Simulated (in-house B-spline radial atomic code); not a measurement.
Multiplet parameters of the 3d8 shell in Mo16+ ([Ar] 3d8). Level of theory: non-relativistic Hartree-Fock, average of configuration, point nucleus; calculated with a radial B-spline atomic code at the basis-set limit.

Slater integrals: F^2 = 257288 cm⁻¹, F^4 = 164550 cm⁻¹. Central-field spin-orbit parameter ζ(3d) = 11970 cm⁻¹ (bare central field on non-relativistic orbitals, without two-electron terms: too large for light atoms, too small for heavy ones).

What are Racah's B and C?

B = F^2/49 - 5F^4/441 = 3385 cm⁻¹, C = 35F^4/441 = 13060 cm⁻¹, C/B = 3.86.

Where do the terms lie in LS coupling, without spin-orbit interaction?

In cm⁻¹ above the Hund's-rule term:
| term | expression | energy |
| --- | --- | --- |
| 3F | 0B + 0C | 0 |
| 1D | 5B + 2C | 43045 |
| 3P | 15B + 0C | 50777 |
| 1G | 12B + 2C | 66741 |
| 1S | 22B + 7C | 165890 |

Is LS coupling a fair picture here?

Fits to spectra need these integrals scaled down, since correlation screens the repulsion. Here ζ is 3.54 times B, so the coupling is intermediate: spin-orbit interaction mixes the terms, and LS labels name only the largest part.
